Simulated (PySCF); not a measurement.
**A small calculation by hand: refractive index and permittivity of the vapour**

CH₅NOSW, SMILES [CH3][W](=[NH])(=[O])[SH], multiplicity 1.

The structure is a stationary point at B3LYP-D3(BJ)/def2-SVP. The multiplicity is an assumed one; no other spin state was optimised. The structure was generated by enumeration; whether it is a known compound was not checked. The def2 effective core potentials stand for the cores of W; spin–orbit coupling is left out. Other conformers were not sampled.

ωB97X/def2-TZVP run with PySCF gives a mean static polarisability of 81.7 bohr³ and a dipole moment of 1.26 D. Take an ideal gas at 298.15 K and 0.01 bar, whether or not the substance is that volatile.

Problem. Work out n − 1 in the optical limit and the static ε − 1.

Solution. 
Polarisability volume α' = 81.7 × 0.148185 = 12.11 Å³. Number density N = p/kT = 2.43e-7 Å⁻³.
Dilute limit of Lorentz–Lorenz: n − 1 = 2π N α' = 1.8e-5.
Orientation term of Debye: μ²/(3kT) = 8.098 Å³ × μ²(D²) = 12.86 Å³.
ε − 1 = 4π N (α' + μ²/3kT) = 7.6e-5. Orientation of the dipole supplies 52 % of the static response; it can't follow optical fields. Vibrational polarisation and dispersion are left out.
